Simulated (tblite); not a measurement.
C5HFNO (doublet state).
Numbering: `[N:1]#[C:2][c:3]1[c:4][cH:5][o:6][c:7]1[F:8]` (hydrogens: H9 on C5)
Bond orders are those of one Lewis drawing.

Computed with GFN2-xTB (tblite), gas phase: L-BFGS steps from a force-field or distance-geometry start until the largest atomic force falls under 0.01 eV/Å.

Step 15: E = -619.3486 eV
```
atom  x, y, z in Å  |  force x, y, z in eV/Å
N1      3.1169   -0.6516   -0.2689   -0.025  -0.028  -0.017
C2      1.9871   -0.4788   -0.2010    0.057  -0.002   0.007
C3      0.6054   -0.2562   -0.1078   -0.015  -0.016  -0.009
C4     -0.4877   -1.1054   -0.4212   -0.046  -0.044  -0.006
C5     -1.6403   -0.4626   -0.1645    0.015   0.007  -0.007
O6     -1.3523    0.7866    0.3056   -0.016   0.015   0.015
C7     -0.0269    0.8815    0.3302    0.006   0.039   0.010
F8      0.4844    2.0176    0.7561    0.005   0.068   0.026
H9     -2.6730   -0.7250   -0.2536    0.018  -0.040  -0.018
```

Step 16: E = -619.3490 eV
```
atom  x, y, z in Å  |  force x, y, z in eV/Å
N1      3.1160   -0.6604   -0.2732   -0.050  -0.009  -0.010
C2      1.9881   -0.4769   -0.2002    0.060  -0.020   0.002
C3      0.6061   -0.2531   -0.1058    0.000  -0.014  -0.007
C4     -0.4848   -1.1049   -0.4203   -0.047  -0.028  -0.001
C5     -1.6384   -0.4633   -0.1648    0.005   0.003  -0.012
O6     -1.3542    0.7864    0.3049    0.003   0.014   0.019
C7     -0.0292    0.8834    0.3315    0.029   0.038   0.003
F8      0.4804    2.0205    0.7572    0.003   0.070   0.027
H9     -2.6704   -0.7256   -0.2545   -0.002  -0.054  -0.022
```

Step 17: E = -619.3494 eV
```
atom  x, y, z in Å  |  force x, y, z in eV/Å
N1      3.1150   -0.6684   -0.2772   -0.048   0.004  -0.004
C2      1.9890   -0.4755   -0.1995    0.028  -0.033  -0.003
C3      0.6066   -0.2504   -0.1041    0.012  -0.003  -0.002
C4     -0.4828   -1.1048   -0.4194   -0.027   0.004   0.009
C5     -1.6368   -0.4638   -0.1651   -0.008   0.003  -0.010
O6     -1.3558    0.7865    0.3046    0.023   0.009   0.018
C7     -0.0306    0.8858    0.3328    0.042   0.024  -0.004
F8      0.4772    2.0241    0.7585   -0.006   0.050   0.020
H9     -2.6681   -0.7274   -0.2559   -0.016  -0.058  -0.023
```

Step 18: E = -619.3497 eV
```
atom  x, y, z in Å  |  force x, y, z in eV/Å
N1      3.1138   -0.6749   -0.2805   -0.020   0.009  -0.001
C2      1.9895   -0.4747   -0.1988   -0.019  -0.038  -0.007
C3      0.6069   -0.2484   -0.1027    0.017   0.010   0.004
C4     -0.4817   -1.1047   -0.4185    0.002   0.033   0.016
C5     -1.6358   -0.4640   -0.1655   -0.018   0.007  -0.004
O6     -1.3566    0.7868    0.3047    0.034   0.003   0.011
C7     -0.0311    0.8882    0.3337    0.038   0.007  -0.009
F8      0.4749    2.0279    0.7600   -0.016   0.019   0.009
H9     -2.6664   -0.7303   -0.2576   -0.017  -0.049  -0.019
```

Problem. Estimate the geometry and energy of step 19. (The exact step hangs on the optimiser's Hessian estimate; all steps are aligned on step 18, rigid shifts and turns removed.)

Solution. E = -619.3500 eV, largest force 0.063 eV/Å
```
atom  x, y, z in Å  |  force x, y, z in eV/Å
N1      3.1125   -0.6802   -0.2833    0.011   0.009   0.001
C2      1.9896   -0.4749   -0.1984   -0.049  -0.038  -0.011
C3      0.6074   -0.2465   -0.1016    0.013   0.017   0.008
C4     -0.4808   -1.1039   -0.4174    0.023   0.046   0.017
C5     -1.6353   -0.4638   -0.1659   -0.019   0.012   0.004
O6     -1.3567    0.7872    0.3051    0.029  -0.001   0.003
C7     -0.0307    0.8905    0.3344    0.020  -0.006  -0.009
F8      0.4728    2.0316    0.7614   -0.021  -0.008  -0.002
H9     -2.6651   -0.7339   -0.2595   -0.008  -0.031  -0.013
```

The energy changes by -0.0003 eV. The first-order estimate −F·Δx gives -0.0004 eV and the mean of the old and new forces, exact on a quadratic surface, -0.0003 eV. The step makes an angle of 67° with the force vector and moves no atom by more than 0.006 Å.

The cost below is that of the whole relaxation. On an Arm Neoverse V1 with one thread, shared host, this took 0.11 s wall.
